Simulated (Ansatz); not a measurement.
Relaxation of AlBH$_{6}$OSi (10 atoms, charge 0, multiplicity 1), to a largest force component of 0.02 eV/Å in at most 50 steps.

Level of theory: RKS LDA/def2-SVP (Ansatz).

```xyz
10
Properties=species:S:1:pos:R:3
Al -0.623 1.647 -1.719
O 0.220 0.485 -0.883
B 0.864 -0.454 -0.169
Si 0.078 -1.150 1.503
H -0.139 2.089 -3.107
H -1.874 2.243 -1.060
H 1.912 -0.814 -0.584
H 0.299 -2.588 1.717
H 0.639 -0.503 2.701
H -1.376 -0.956 1.600
```

Task: Where does it end, and by what steps?

Result: The run converged. After 12 steps the energy has fallen by 0.385 eV; H5 moved furthest, 1.45 Å.

```json
{"step": "0", "energy less start (eV)": "0.0000", "largest force component (eV/Å)": "1.071", "accepted": "yes"}
{"step": "1", "energy less start (eV)": "-0.1720", "largest force component (eV/Å)": "0.665", "accepted": "yes"}
{"step": "2", "energy less start (eV)": "-0.2033", "largest force component (eV/Å)": "0.214", "accepted": "yes"}
{"step": "3", "energy less start (eV)": "-0.2283", "largest force component (eV/Å)": "0.126", "accepted": "yes"}
{"step": "4", "energy less start (eV)": "-0.2484", "largest force component (eV/Å)": "0.312", "accepted": "yes"}
{"step": "5", "energy less start (eV)": "-0.2620", "largest force component (eV/Å)": "0.461", "accepted": "yes"}
{"step": "6", "energy less start (eV)": "-0.3127", "largest force component (eV/Å)": "0.207", "accepted": "yes"}
{"step": "7", "energy less start (eV)": "-0.3449", "largest force component (eV/Å)": "0.118", "accepted": "yes"}
{"step": "8", "energy less start (eV)": "-0.3670", "largest force component (eV/Å)": "0.095", "accepted": "yes"}
{"step": "9", "energy less start (eV)": "-0.3788", "largest force component (eV/Å)": "0.078", "accepted": "yes"}
{"step": "10", "energy less start (eV)": "-0.3819", "largest force component (eV/Å)": "0.197", "accepted": "yes"}
{"step": "11", "energy less start (eV)": "-0.3841", "largest force component (eV/Å)": "0.050", "accepted": "yes"}
{"step": "12", "energy less start (eV)": "-0.3848", "largest force component (eV/Å)": "0.008", "accepted": "yes"}
```

```xyz
10
Properties=species:S:1:pos:R:3
Al -0.661 1.674 -1.765
O 0.274 0.639 -0.774
B 0.954 -0.173 0.032
Si 0.010 -1.297 1.429
H -1.153 1.054 -3.142
H -0.916 3.132 -1.187
H 2.179 -0.220 -0.075
H 0.403 -2.752 1.329
H 0.408 -0.844 2.816
H -1.497 -1.213 1.337
```

The run took 11 s on 2 threads of Intel(R) Xeon(R) Platinum 8488C (Sapphire Rapids), on a shared host, peak memory 0.17 GiB.
